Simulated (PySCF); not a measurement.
CdFBr, SMILES [F][Cd][Br].

Geometry: B3LYP-D3(BJ)/def2-TZVP. The def2 effective core potentials stand for the cores of Cd; spin–orbit coupling is left out.

Calculation: PBE/def2-TZVPD run with PySCF.

Isolated molecule, no solvent.

The total energy comes out as -2841.40687 hartree. The point group is C∞v, the highest occupied level is -7.43 eV and the lowest empty level is -3.40 eV. The orbital gap comes out as 4.03 eV and the dipole moment is 0.95 D. The quadrupole, principal values (traceless, Buckingham form, about the centre of nuclear charge) is -13.67, 6.84, 6.84 D·Å and the mean static polarisability is 53.8 bohr³ (7.97 Å³). The polarisability, principal values is 41.9, 41.9, 77.4 bohr³.
